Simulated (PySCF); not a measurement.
Compound: [BF4]- (charge -1).
Bonds: B1–F2, B1–F3, B1–F4, B1–F5.

A GFN2-xTB structure was refined with PySCF 2.14.0, PBE0-D3(BJ)/def2-SVP geometry optimisation, gas phase. Its GFN2-xTB values:

| coordinate | GFN2-xTB |
| --- | --- |
| B1–F2 | 1.390 Å |
| B1–F5 | 1.390 Å |
| F2–B1–F3 | 109.5° |

Task: How do these coordinates change at the PBE0-D3(BJ)/def2-SVP level?

Result: 
```json
{"coordinate": "B1–F2", "PBE0-D3(BJ)/def2-SVP (Å or °)": "1.404", "change": "+0.014"}
{"coordinate": "B1–F5", "PBE0-D3(BJ)/def2-SVP (Å or °)": "1.403", "change": "+0.013"}
{"coordinate": "F2–B1–F3", "PBE0-D3(BJ)/def2-SVP (Å or °)": "109.4", "change": "-0.1"}
```

The energy falls by 0.36 kcal/mol over 3 energy and gradient evaluations, the largest force component goes from 0.0114 to 9.8e-05 Eh/bohr, and the atoms move by 0.012 Å rms after alignment. Among the bonds, B1–F2, B1–F3, B1–F4 and B1–F5 change most and about equally (+0.013 to +0.014 Å). Bonds longer at the end by more than 0.005 Å: 4 of 4; shorter: 0.

The run used 70 basis functions and 17 SCF cycles in all. Hardware: one thread of an Arm Neoverse V2, no GPU (shared host). Cost: 3.6 s wall.

No PBE0-D3(BJ)/def2-SVP frequencies stand behind this structure, so it isn't proved a minimum. The geometry's basis has no diffuse functions, a weakness for an anion.
